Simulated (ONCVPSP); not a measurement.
**scandium (Sc): one change to an ONCV potential, before and after**

```json
{"Element": "Sc (Z = 21)", "Generator": "ONCVPSP 4.0.1", "Type": "optimised norm-conserving Vanderbilt (ONCV)", "Functional": "LDA (Perdew-Zunger)", "Relativity": "scalar-relativistic", "Frozen core": "[Ne]", "Valence charge": "11", "Reference configuration": "3s2 3p6 3d1 (charge +2)", "Partial waves": "3s: rc 1.05 bohr, ncon 4, nbas 8, qcut 7.1 1/bohr, 2 projectors, debl 3 Ha; 3p: rc 1.60 bohr, ncon 4, nbas 9, qcut 11 1/bohr, 2 projectors, debl 3.7 Ha; 3d: rc 1.45 bohr, ncon 4, nbas 9, qcut 8.5 1/bohr, 1 projector", "Local potential": "polynomial inside 0.85 bohr (lpopt 2, dvloc0 6 Ha)", "Core correction": "Teter function fitted to the true core (icmod 2), fcfact 0.2"}
```

Change: core [Ar], valence charge 3; reference 3d1 4s2; waves now 4s: rc 2.50 bohr, ncon 4, nbas 8, qcut 3.2 1/bohr, 2 projectors, debl 0.6 Ha; p scattering state at 0.39 Ha: rc 2.45 bohr, ncon 5, nbas 9, qcut 4 1/bohr, 3 projectors, debl 1.4 Ha; 3d: rc 2.60 bohr, ncon 4, nbas 9, qcut 5.3 1/bohr, 1 projector; local potential polynomial inside 2.40 bohr (lpopt 5, dvloc0 6 Ha).

Cutoffs: the cutoffs (Ha) at which the residual kinetic energy of the hardest occupied pseudo-wave falls to 1 and 0.1 mHa per electron; they do not see the model core or the augmentation charge, which bear on the density cutoff. Errors are all-electron minus pseudo energies relative to the spin-unpolarised reference configuration.

**Question.** What does the change do?

**Answer.** The potential gets softer (50 Ha and 147 Ha → 12 Ha and 14 Ha); a bound ghost appears in p, s, which as a rule spoils a file. The shells moved into the core no longer need plane waves of their own. Several settings change at once here, so the effects cannot be laid on one of them.

| quantity | base | changed |
| --- | --- | --- |
| cutoff, loose | 50 Ha | 12 Ha |
| cutoff, tight | 147 Ha | 14 Ha |
| bound ghosts | none | s, p |
| GHOST(+) flags under 300 eV | none | none |
| largest error over its own tests, meV | +41 | +213 |
| rms error of d²Exc/dni dnj with the model core, mHa | 1.38 | 13.55 |

Changed file: The cutoffs count occupied waves only; projector 3 of the p channel, the hardest unoccupied one, needs 36 Ha at the loose tolerance. A true bound ghost makes a file unfit for plane-wave use even where its test errors are small: the radial tests pick states by their node count and pass the ghost by.
